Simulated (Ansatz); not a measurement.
Reactions of C₂H₆SSi, SMILES `C[SiH]1CS1`.

Isolated molecules relaxed with PBE0-D4/def2-TZVP in Ansatz; ΔE leaves out vibrations. CCSD(T)/CBS is the MP2 limit (def2-TZVPP, def2-QZVPP) plus CCSD(T) − MP2 in def2-TZVPP, frozen cores. This one scheme is used for every species. For Sc, Se outer-core shells are correlated without core-valence functions, which leaves a few kJ/mol of doubt a bond. Scalar relativity is left out up to krypton. Each species was taken in one conformer, which may not be the lowest.

(1) Order these by ΔE at CCSD(T)/CBS, lowest first. (An estimate is asked.)
A. `C[SiH]1CS1` + `[OH][Sc]([Cl])[Cl]` → `C[O][Sc]([Cl])[Cl]` + `C1[SiH2]S1`
B. `C[SiH]1CS1` + `C#CS` → `C#CSC` + `C1[SiH2]S1`
C. `C[SiH]1CS1` + `C#N` → `N#C[SiH]1CS1` + CH₄
D. `C[SiH]1CS1` + H₂Se → `[SeH][SiH]1CS1` + CH₄

Largest T1 diagnostic: 0.015, for `C[O][Sc]([Cl])[Cl]`.

## Answers

(1) D (-68.4 kJ/mol), C (-32.0 kJ/mol), B (+47.4 kJ/mol), A (+94.7 kJ/mol).
